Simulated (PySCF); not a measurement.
Compound: TeMe2, C2H6Te.
Bonds: Te1–C2, Te1–C6. Hydrogens: H3, H4, H5 on C2; H7, H8, H9 on C6.

Method: PBE0-D3(BJ)/def2-SVP geometry optimisation, gas phase, def2 core potentials past Kr in PySCF; density fitting, grid level 1; the optimiser is geomeTRIC in internal coordinates, started from a GFN2-xTB structure with every atom displaced at random (about 0.03 Å).

Step 0: E = -9460.7328 eV
```
atom  x, y, z in Å  |  force x, y, z in eV/Å
Te1     0.0668   -0.0678   -1.4789   -1.234   0.394  -0.316
C2      1.5429   -0.0303    0.0041    0.941   0.686  -0.167
H3      1.4245   -0.9185    0.5897    0.172  -0.757   0.670
H4      1.5788    0.8632    0.6344   -0.431   0.176   0.093
H5      2.5081   -0.0259   -0.5244    0.005  -0.328   0.011
C6     -1.5727    0.0325   -0.0115    2.209  -0.456   0.148
H7     -1.4727    0.9070    0.6031    0.161   0.858   0.330
H8     -1.4226   -0.8390    0.6135   -0.126  -0.482   0.314
H9     -2.5204    0.0093   -0.4555   -1.697  -0.091  -1.082
```

Question: Estimate the geometry and energy of step 1. (The exact step hangs on the optimiser's Hessian estimate; all steps are aligned on step 0, rigid shifts and turns removed.)

Answer: E = -9460.9008 eV, largest force 0.389 eV/Å
```
atom  x, y, z in Å  |  force x, y, z in eV/Å
Te1    -0.0148   -0.0305   -1.4794    0.381   0.081  -0.009
C2      1.5649   -0.0333    0.0093    0.093   0.054  -0.184
H3      1.4938   -0.9346    0.6314   -0.030  -0.008  -0.001
H4      1.5507    0.8705    0.6353   -0.204  -0.013  -0.054
H5      2.5220   -0.0422   -0.5335   -0.061  -0.085  -0.026
C6     -1.5607    0.0228   -0.0064    0.094  -0.043   0.262
H7     -1.4445    0.9345    0.5958   -0.115  -0.033  -0.020
H8     -1.4388   -0.8683    0.6247   -0.178   0.050   0.029
H9     -2.5397    0.0117   -0.5029    0.020  -0.004   0.003
```

The energy changes by -0.1680 eV. The first-order estimate −F·Δx gives -0.3651 eV and the mean of the old and new forces, exact on a quadratic surface, -0.1712 eV. The step makes an angle of 51° with the force vector and moves no atom by more than 0.090 Å.

The cost below is that of the whole optimisation. Time: 13 s wall; peak memory 0.33 GiB. Hardware: an Arm Neoverse V2 with one thread, shared host.
